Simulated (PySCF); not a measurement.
A species of formula C7H5ClN2 has this rotational fingerprint, computed with PBE0/pcSseg-1 in PySCF (dipole) on a GFN2-xTB geometry, gas phase:

| Property | Result |
| --- | --- |
| Rotational constants | A = 1870, B = 1119, C = 699.9 MHz |
| Dipole components | \|μa\| = 1.62 D, \|μb\| = 2.47 D, \|μc\| = 0.00 D |
| Inertial defect | 0.00 u·Å² |
| κ | -0.28 |

Question: Which structure is it? (One computed conformer of each.)
A. `Clc1n[nH]c2ccccc12`
B. `Clc1cccc2[nH]ncc12`

Answer: B. It is Clc1cccc2[nH]ncc12, an asymmetric top, point group Cs. The candidates at the same level (rigid rotor, commonest isotopes):

```tsv
SMILES	A (MHz)	B (MHz)	C (MHz)	μa (D)	μb (D)	μc (D)	Δ (u·Å²)	point group	rotor
Clc1cccc2[nH]ncc12	1870	1119	699.9	1.62	2.47	0.00	0.00	Cs	asymmetric top
Clc1n[nH]c2ccccc12	2441	926.5	671.6	3.14	0.83	0.00	0.00	Cs	asymmetric top
```

`Clc1n[nH]c2ccccc12` has A 31 % too high. In the right answer the mirror of this Cs structure is the ab plane, so μc vanishes by symmetry. No structure here is proved a minimum.
